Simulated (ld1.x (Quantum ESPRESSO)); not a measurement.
## F (Z = 9): RRKJ pseudisation with PBEsol, scalar-relativistic reference atom.

Input for ld1.x (Quantum ESPRESSO) 7.5:

```
&input
   title='F', zed=9., rel=1, dft='PBESOL', iswitch=3,
   config='[He] 2s1.5 2p5.5 3d-2',
   nld=3, rlderiv=1.50, eminld=-4.0, emaxld=5.0, deld=0.02
 /
 &inputp
   pseudotype=2, tm=.false., rho0=0.02, lloc=-1, rcloc=0.65,
   nlcc=.true., new_core_ps=.true.,
   file_pseudopw='F.UPF', file_wfcaegen='ae.wfc', file_wfcncgen='nc.wfc', file_beta='beta', file_chi='chi'
 /
3
2S  1  0   1.50   0.00  0.50  0.50  0.0
2P  2  1   5.50   0.00  1.35  1.35  0.0
3D  3  2  -2.00   0.40  1.30  1.30  0.0
 &test
   configts(1)='2s1.5 2p5.5'
 /
```

Command:

```bash
ld1.x < F.in > F.out
```

Output (shortened: banner, matrices, multipoles, cross overlaps and the repeated all-electron block are left out):

```
[... start of the log left out ...]
     Encl =    -475.484838 Ry,    -237.742419 Ha,   -6469.300787 eV
     Eh   =      99.044135 Ry,      49.522068 Ha,    1347.564108 eV
     Exc  =     -19.732362 Ry,      -9.866181 Ha,    -268.472468 eV

     normalization and overlap integrals

     s(1S/1S) =  1.000000  <r> =   0.1766  <r2> =    0.0421  r(max) =   0.1139
     s(2S/2S) =  1.000000  <r> =   1.0054  <r2> =    1.2324  r(max) =   0.7617
     s(2P/2P) =  1.000000  <r> =   1.1023  <r2> =    1.6257  r(max) =   0.7066

     ------------------------ End of All-electron run ------------------------

     --------------------- Generating NC pseudopotential ---------------------

      Generating local potential from pseudized AE potential:
      Matching radius rcloc =   0.6500

      Local pseudo, rcloc= 0.656 Estimated cut-off energy=    55.98 Ry

      Computing core charge for nlcc:

       r > 0.28 : true rho core
      Core charge pseudized with two Bessel functions
      Integrated core pseudo-charge :   1.47
     Message from routine compute phi:
     negative determinant

      ld=   2.363995 f2ae  9.950974 faenor  0.091202
           0        1106        1105   99.760810183379817

 %%%%%%%%%%%%%%%%%%%%%%%%%%%%%%%%%%%%%%%%%%%%%%%%%%%%%%%%%%%%%%%%%%%%%%%%%%%%%%
     Error in routine compute_chi (1):
     n is too large
 %%%%%%%%%%%%%%%%%%%%%%%%%%%%%%%%%%%%%%%%%%%%%%%%%%%%%%%%%%%%%%%%%%%%%%%%%%%%%%

     stopping ...
```

The run stopped because the Bessel-function wave could not be built (negative determinant in compute_phi), and the routine for χ then failed on it.

The run took about 0.06 s on one core of a shared server CPU.
